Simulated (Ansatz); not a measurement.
Reaction (ligand exchange at a B–N bond): `CN(C)B(O)Br` + H–F → `OB(F)Br` + dimethylamine

Calculated with Ansatz (gas phase, PBE0-D4/def2-TZVP geometries, no zero-point term in ΔE). CCSD(T)/CBS adds triple-zeta CCSD(T) − MP2 to the extrapolated MP2 energy (def2 sets, frozen cores). This one scheme is used for every species. Functionals use def2-TZVPP. B3LYP here is the variant with VWN-RPA as its local correlation; programs differ in this. For Br outer-core shells are correlated without core-valence functions, which leaves a few kJ/mol of doubt a bond. Scalar relativity is left out up to krypton. Each species was taken in one conformer, which may not be the lowest.

CCSD(T)/CBS gives -1.6 kcal/mol.

Another level gave -4.2 kcal/mol. Which?
A. PBE0-D4/def2-TZVPP
B. B2PLYP/def2-TZVPP
C. B3LYP-D4/def2-TZVPP
D. HF/def2-TZVPP

C. B3LYP-D4 -4.2, HF/def2-TZVPP -10.4, B2PLYP -5.3, PBE0-D4 -3.0 kcal/mol.

Largest T1 diagnostic among the species: 0.010.

The D4 term adds +3.2 kcal/mol with B3LYP and +1.8 kcal/mol with PBE0; it sums over pairs of atoms, weighted by their polarisabilities, and B3LYP, whose exchange is more repulsive, gets the larger term. In def2-TZVPP, CCSD(T) changes the Hartree–Fock value by +7.6 kcal/mol (the triples alone add +1.0 kcal/mol) and MP2 by +9.4 kcal/mol.
